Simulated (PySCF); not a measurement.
CHBF4O, singlet, at a GFN2-xTB geometry; CASSCF(2,4)/6-31G (PySCF).

Input for PySCF:
```python
from pyscf import gto, scf, mcscf
import numpy

mol = gto.M(
    atom='''
B     0.240796    0.790348    0.597727
C    -0.148623   -0.512688   -0.338252
F    -1.317703   -1.093000   -0.016149
F     0.776129   -1.488440   -0.336781
F    -0.275232   -0.129115   -1.638115
F     0.401952    0.598752    1.886426
O     0.392741    1.996515    0.102398
H     0.279522    2.158489   -0.836724
''',
    basis='6-31g',
    charge=0,
    spin=0,
    verbose=4,
)

mf = scf.RHF(mol)
mf.kernel()
mc = mcscf.CASSCF(mf, 4, 2)
mc.fix_spin_(ss=0.0)
mc.kernel()
occ = numpy.linalg.eigvalsh(mc.fcisolver.make_rdm1(mc.ci, mc.ncas, mc.nelecas))[::-1]
ss = mc.fcisolver.spin_square(mc.ci, mc.ncas, mc.nelecas)[0]
print('natural occupations', occ.round(4), ' <S^2>', round(ss, 4))
```

It wrote (shortened):

```
PySCF version 2.14.0

[INPUT] verbose = 4
[INPUT] num. atoms = 8
[INPUT] num. electrons = 56
[INPUT] charge = 0
[INPUT] spin (= nelec alpha-beta = 2S) = 0
[INPUT] symmetry False subgroup None
[INPUT] Mole.unit = angstrom
[INPUT] Symbol           X                Y                Z      unit          X                Y                Z       unit  Magmom
[INPUT]  1 B      0.240796000000   0.790348000000   0.597727000000 AA    0.455038491891   1.493541263098   1.129540327258 Bohr   0.0
[INPUT]  2 C     -0.148623000000  -0.512688000000  -0.338252000000 AA   -0.280856765811  -0.968839907351  -0.639203641086 Bohr   0.0
[INPUT]  3 F     -1.317703000000  -1.093000000000  -0.016149000000 AA   -2.490097783518  -2.065470654150  -0.030517187186 Bohr   0.0
[INPUT]  4 F      0.776129000000  -1.488440000000  -0.336781000000 AA    1.466671247333  -2.812743952848  -0.636423853957 Bohr   0.0
[INPUT]  5 F     -0.275232000000  -0.129115000000  -1.638115000000 AA   -0.520113100716  -0.243991988573  -3.095588710542 Bohr   0.0
[INPUT]  6 F      0.401952000000   0.598752000000   1.886426000000 AA    0.759579195221   1.131477296536   3.564828494259 Bohr   0.0
[INPUT]  7 O      0.392741000000   1.996515000000   0.102398000000 AA    0.742172927888   3.772866553586   0.193504175703 Bohr   0.0
[INPUT]  8 H      0.279522000000   2.158489000000  -0.836724000000 AA    0.528220025791   4.078953052886  -1.581179201851 Bohr   0.0

nuclear repulsion = 320.903581751172
number of shells = 37
number of NR pGTOs = 158
number of NR cGTOs = 65
basis = 6-31g
ecp = {}

******** <class 'pyscf.scf.hf.RHF'> ********
method = RHF
initial guess = minao
damping factor = 0
level_shift factor = 0
DIIS = <class 'pyscf.scf.diis.CDIIS'>
diis_start_cycle = 1
diis_space = 8
diis_damp = 0
SCF conv_tol = 1e-09
SCF conv_tol_grad = None
SCF max_cycles = 50
direct_scf = True
direct_scf_tol = 1e-13
Set gradient conv threshold to 3.16228e-05
Initial guess from minao.
init E= -536.867592319022
  HOMO = -0.364029573343303  LUMO = 0.0865536364221318  gap/eV = 12.26099
cycle= 1 E= -535.442968568819  delta_E= 1.42  |g|= 0.999  |ddm|= 2.71
  HOMO = -0.554084844812578  LUMO = 0.0530575849098094  gap/eV = 16.52119
cycle= 2 E= -535.622235369649  delta_E= -0.179  |g|= 0.623  |ddm|= 1.25
  HOMO = -0.561321777681464  LUMO = 0.0983603878184351  gap/eV = 17.95087
cycle= 3 E= -535.690939263082  delta_E= -0.0687  |g|= 0.0615  |ddm|= 0.431
  HOMO = -0.546027566217729  LUMO = 0.114319041757867  gap/eV = 17.96895
cycle= 4 E= -535.692468630978  delta_E= -0.00153  |g|= 0.0157  |ddm|= 0.102
  HOMO = -0.550389361928722  LUMO = 0.112662179269349  gap/eV = 18.04255
cycle= 5 E= -535.692603107953  delta_E= -0.000134  |g|= 0.00435  |ddm|= 0.0321
  HOMO = -0.550012969252544  LUMO = 0.112641167762303  gap/eV = 18.03174
cycle= 6 E= -535.692612814144  delta_E= -9.71e-06  |g|= 0.00174  |ddm|= 0.00939
  HOMO = -0.549972277452433  LUMO = 0.112739229432744  gap/eV = 18.03330
cycle= 7 E= -535.692613726376  delta_E= -9.12e-07  |g|= 0.000417  |ddm|= 0.00246
  HOMO = -0.549908982475344  LUMO = 0.112842570883966  gap/eV = 18.03439
cycle= 8 E= -535.692613806922  delta_E= -8.05e-08  |g|= 9.79e-05  |ddm|= 0.000935
  HOMO = -0.549908712619287  LUMO = 0.11283214682057  gap/eV = 18.03410
cycle= 9 E= -535.692613812037  delta_E= -5.11e-09  |g|= 3.68e-05  |ddm|= 0.000257
  HOMO = -0.549908242191178  LUMO = 0.112831628942438  gap/eV = 18.03407
cycle= 10 E= -535.692613812435  delta_E= -3.98e-10  |g|= 1.05e-05  |ddm|= 5.16e-05
  HOMO = -0.549907915322212  LUMO = 0.112832858073023  gap/eV = 18.03410
Extra cycle  E= -535.692613812472  delta_E= -3.74e-11  |g|= 5.12e-06  |ddm|= 1.46e-05
converged SCF energy = -535.692613812472

******** <class 'pyscf.mcscf.mc1step.CASSCF'> ********
CAS (1e+1e, 4o), ncore = 27, nvir = 34
max_cycle_macro = 50
max_cycle_micro = 4
conv_tol = 1e-07
conv_tol_grad = None
orbital rotation max_stepsize = 0.02
orbital rotation threshold for CI restart = 0.01
augmented hessian ah_max_cycle = 30
augmented hessian ah_conv_tol = 1e-12
augmented hessian ah_linear dependence = 1e-14
augmented hessian ah_level shift = 1e-08
augmented hessian ah_start_tol = 2.5
augmented hessian ah_start_cycle = 3
augmented hessian ah_grad_trust_region = 3
kf_trust_region = 3
kf_interval = 4
ci_response_space = 4
ci_grad_trust_region = 3
with_dep4 0
natorb = False
canonicalization = True
sorting_mo_energy = False
ao2mo_level = 2
internal_rotation = False
******** <class 'pyscf.fci.addons.SpinPenaltyFCISolver'> ********
max. cycles = 50
conv_tol = 1e-08
davidson only = True
linear dependence = 1e-12
level shift = 0.001
max iter space = 12
nroots = 1
pspace_size = 400
spin = None
CASCI E = -535.693560401470  S^2 = 0.0000000
Set conv_tol_grad to 0.000316228
macro iter   1 ( 21 JK    4 micro), CASSCF E = -535.695401085665  dE = -1.84068419e-03  S^2 = 0.0000000
               |grad[o]|=0.00288  |grad[c]|=0.0216  |ddm|=0.0172  |maxRot[o]|=0.282
macro iter   2 ( 21 JK    4 micro), CASSCF E = -535.698737273161  dE = -3.33618750e-03  S^2 = 0.0000000
               |grad[o]|=0.00505  |grad[c]|=0.0124  |ddm|=0.00786  |maxRot[o]|=0.308
macro iter   3 ( 21 JK    4 micro), CASSCF E = -535.705799180596  dE = -7.06190743e-03  S^2 = 0.0000000
               |grad[o]|=0.00693  |grad[c]|=0.0177  |ddm|=0.0105  |maxRot[o]|=0.304
macro iter   4 ( 21 JK    4 micro), CASSCF E = -535.709212381685  dE = -3.41320109e-03  S^2 = 0.0000000
               |grad[o]|=0.00832  |grad[c]|=0.0131  |ddm|=0.00632  |maxRot[o]|=0.283
macro iter   5 ( 21 JK    4 micro), CASSCF E = -535.710450152273  dE = -1.23777059e-03  S^2 = 0.0000000
               |grad[o]|=0.00418  |grad[c]|=0.00875  |ddm|=0.00144  |maxRot[o]|=  0.3
macro iter   6 ( 21 JK    4 micro), CASSCF E = -535.711320323045  dE = -8.70170772e-04  S^2 = 0.0000000
               |grad[o]|=0.00332  |grad[c]|=0.00277  |ddm|=0.00179  |maxRot[o]|=0.306
macro iter   7 ( 11 JK    3 micro), CASSCF E = -535.711341559087  dE = -2.12360427e-05  S^2 = 0.0000000
               |grad[o]|=0.00117  |grad[c]|=0.000103  |ddm|=0.000323  |maxRot[o]|=0.0281
macro iter   8 (  1 JK    1 micro), CASSCF E = -535.711341559157  dE = -6.99174052e-11  S^2 = 0.0000000
               |grad[o]|=2.64e-05  |grad[c]|=9.48e-06  |ddm|=7.35e-06  |maxRot[o]|=    0
1-step CASSCF converged in   8 macro (138 JK  28 micro) steps
CASSCF canonicalization
Density matrix diagonal elements [1.97656874 0.00350491 0.00765348 0.01227286]
CASSCF energy = -535.711341559157
CASCI E = -535.711341559157  E(CI) = -2.11814637376153  S^2 = 0.0000000
natural occupations [1.9766 0.0172 0.0035 0.0027]  <S^2> 0.0
```
